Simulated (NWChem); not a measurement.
AlNH₃OBr; SMILES [NH2][Al]([OH])[Br]

```xyz
7

Al     0.0177    -0.9567     0.0000
Br     0.0068     1.3015     0.0000
O      1.4692    -1.8325     0.0000
H      2.3508    -1.4585     0.0000
N     -1.5086    -1.8247     0.0000
H     -1.5900    -2.8348     0.0000
H     -2.4233    -1.3903     0.0000
```
Atoms are numbered in this order, from 1.

Results from NWChem. Geometry: optimised at PBE0/def2-SVP. Level B3LYP/def2-SVP: energy and gradient on several grids; changes count from the extra-fine grid, which is no exact limit either.

```csv
grid,size of the energy change (μHa),largest change of a gradient component (μHa/bohr)
xcoarse,3000,1000
coarse,10,100
medium,< 10,< 30
fine,< 10,< 30
xfine,< 10,< 30
```
